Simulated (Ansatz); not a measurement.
Correlation energies of C₂H₅BGe, SMILES `[BH]1C=[CH][GeH2]1` by basis set

Z-matrix (Å, degrees):
```
Ge
B 1 2.067
C 1 1.975 2 66.6
H 1 1.537 2 119.5 3 -101.0
H 1 1.542 2 126.4 3 108.3
C 2 1.524 1 89.5 3 13.8
H 2 1.193 1 137.9 3 -146.7
H 3 1.090 1 136.3 2 159.8
H 6 1.088 2 132.6 1 177.7
```

Total charge 0; spin multiplicity 1. Correlated methods include outer-core shells of Ge, which these sets cover unevenly. Scalar relativity is left out up to krypton. Geometry: relaxed with PBE0-D4/def2-TZVP. Frozen core, restricted reference, Ansatz.

| basis | HF (Eh) | MP2 corr. | CCSD corr. | (T) | CCSD(T) total |
| --- | --- | --- | --- | --- | --- |
| def2-SVP | -2178.28319 | -0.56910 | -0.60199 | -0.02333 | -2178.90851 |
| def2-TZVPP | -2178.66092 | -0.66779 | -0.69748 | -0.03244 | -2179.39084 |
| def2-QZVPP | -2178.70699 | -0.95753 | – | – | – |
